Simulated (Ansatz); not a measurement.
Calculated with Ansatz (gas phase, PBE0-D4/def2-TZVP geometries, no zero-point term in ΔE). CBS: MP2 limit from def2 TZ/QZ plus the TZ coupled-cluster correction, frozen cores. Functionals use def2-TZVPP. B3LYP here is the variant with VWN-RPA as its local correlation; programs differ in this. For Ge outer-core shells are correlated without core-valence functions, which leaves a few kJ/mol of doubt a bond. Scalar relativity is left out up to krypton. One conformer a species, not always the lowest.

Reaction (redistribution): `O[SiH2][SiH]([SiH3])S` + `[F][GeH2][F]` → `O[SiH2][GeH2][F]` + `F[SiH]([SiH3])S`

`O[SiH2][SiH]([SiH3])S`:

```xyz
13

O    -0.384    1.154    2.463
Si    0.452    1.199    1.033
Si   -0.756   -0.210   -0.387
Si    0.549   -0.980   -2.167
S    -1.300   -1.920    0.794
H    -0.005    1.602    3.221
H     0.547    2.591    0.504
H     1.843    0.695    1.214
H    -1.956    0.494   -0.924
H    -0.178   -2.024   -2.937
H     0.865    0.154   -3.078
H     1.819   -1.554   -1.650
H    -1.496   -1.200    1.914
```

`[F][GeH2][F]`:

Z-matrix (Å, degrees):
```
Ge
F 1 1.724
F 1 1.724 2 105.0
H 1 1.527 2 107.9 3 -114.9
H 1 1.527 2 107.9 3 114.9
```

`O[SiH2][GeH2][F]`:

Cartesian coordinates in Å:
```
O -0.067 -0.036 -1.957
Si 0.376 0.899 -0.678
Ge -0.172 -0.462 1.219
F -0.800 -1.858 0.330
H -0.434 -0.896 -1.729
H -0.379 2.178 -0.668
H 1.828 1.210 -0.723
H 0.978 -1.020 2.076
H -1.330 -0.015 2.129
```

`F[SiH]([SiH3])S`:

```xyz
9

F    -1.465   -1.220    1.177
Si   -0.876    0.156    0.600
Si    1.361   -0.186    0.010
S    -1.988    0.841   -1.076
H    -1.095    1.198    1.632
H     1.975    1.127   -0.318
H     2.122   -0.830    1.112
H     1.405   -1.060   -1.194
H    -1.437   -0.026   -1.943
```

(1) Is it downhill or uphill in electronic energy at CCSD(T)/CBS, and by how much? (Estimate.)

(2) What do these levels give: PBE-D4, PBE0-D4, B3LYP-D4, ωB97X-V, ωB97M-V, r2SCAN, MP2/def2-TZVPP, SCS-MP2/def2-TZVPP, CCSD/def2-TZVPP, HF/def2-QZVPP, SCS-MP2/def2-QZVPP, MP2/CBS(def2)? (An estimate is asked.)

Largest T1 diagnostic among the species: 0.013.

## Answers

(1) Ansatz gave: Downhill: ΔE = -0.75 eV.

(2) The calculation gave: PBE-D4 -0.68, PBE0-D4 -0.67, B3LYP-D4 -0.75, ωB97X-V -0.70, ωB97M-V -0.77, r2SCAN -0.74, MP2/def2-TZVPP -0.67, SCS-MP2/def2-TZVPP -0.68, CCSD/def2-TZVPP -0.70, HF/def2-QZVPP -0.73, SCS-MP2/def2-QZVPP -0.71, MP2/CBS(def2) -0.74 eV.

In def2-TZVPP, CCSD(T) changes the Hartree–Fock value by +0.06 eV (the triples alone add +0.02 eV) and MP2 by +0.07 eV. The D4 term adds +0.06 eV with B3LYP and +0.04 eV with PBE0; it sums over pairs of atoms, weighted by their polarisabilities, and B3LYP, whose exchange is more repulsive, gets the larger term.
